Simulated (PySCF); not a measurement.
**C₆ coefficients of unlike pairs at PBE0**

Calculated with PySCF 2.14 from the dipole response of each species, C₆(A,B) = (3/π) ∫ α_A(iu) α_B(iu) du, in atomic units, from isotropic polarisabilities. For ions this is the dispersion term alone; charge-induced terms of lower order in 1/R come first.

```
species           configuration                                                                                   basis      relativity  α (bohr³)  C₆ (like pair)
     Xe               [Xe] (1S)  aug-cc-pVTZ-PP with one added diffuse shell each of d, f type with ECP28MDF (6s5p5d3f)  core potential      27.84           291.9
 Ge(2+)      [Ar] 3d10 4s2 (1S)                                             aug-cc-pwCVTZ-PP with ECP10MDF (8s7p6d4f1g)  core potential      10.69           41.83
     In  [Kr] 4d10 5s2 5p1 (2P)                                               aug-cc-pwCVDZ-PP with ECP28MDF (6s5p4d1f)  core potential      73.88           762.5
 Se(3+)  [Ar] 3d10 4s2 4p1 (2P)                                               aug-cc-pwCVDZ-PP with ECP10MDF (6s5p4d1f)  core potential      6.555           22.66
```

(1) Estimate C₆ for In with Xe.

No spin-orbit coupling is included.

The other pairs:

| pair | C₆ |
| --- | --- |
| Se(3+), In | 113.9 |
| Se(3+), Ge(2+) | 30.44 |
| Se(3+), Xe | 80.27 |
| In, Ge(2+) | 165.4 |
| Ge(2+), Xe | 110.2 |

Results:

(1) The integral gives 435.1. The combination rule 2 C_A C_B / (C_A α_B/α_A + C_B α_A/α_B) gives 419.2 and the geometric mean 471.7.
